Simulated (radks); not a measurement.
Values are calculated unless marked as measured or tabulated.
Coulomb parameter of the 4d shell of neutral palladium in the model configuration [Kr] 4d8.5 5s1.5, as a second difference U = [E(n + 0.5) + E(n - 0.5) - 2 E(n)] / (0.5)^2 with all orbitals relaxed. "Bare": the charge of the atom changes with n. "Screened": the 5s shell takes up the change at fixed total charge, which measures U(4d,4d) + U(5s,5s) - 2 U(4d,5s). Code: a radial shooting solver on a logarithmic mesh with Libxc functionals. Model: Dirac Kohn-Sham, LDA (Slater exchange, Perdew-Wang correlation), spin-unpolarised, spherical densities, finite nucleus; open shells are shared between the two j in proportion to 2j + 1; Fermi nuclear charge, rms radius 4.5318 fm.

\begin{tabular}{lrr}
case & configuration & E - E(n) (eV) \\ \hline
start & [Kr] 4d8.5 5s1.5 & 0.000 \\
bare +0.5 & [Kr] 4d9 5s1.5 & -2.922 \\
bare -0.5 & [Kr] 4d8 5s1.5 & 5.528 \\
screened +0.5 & [Kr] 4d9 5s1 & -1.349 \\
screened -0.5 & [Kr] 4d8 5s2 & 1.824 \\
\end{tabular}

U(bare) = 10.426 eV, U(screened by 5s) = 1.897 eV. The step up makes a negative ion, whose loosely bound charge lowers the bare value.
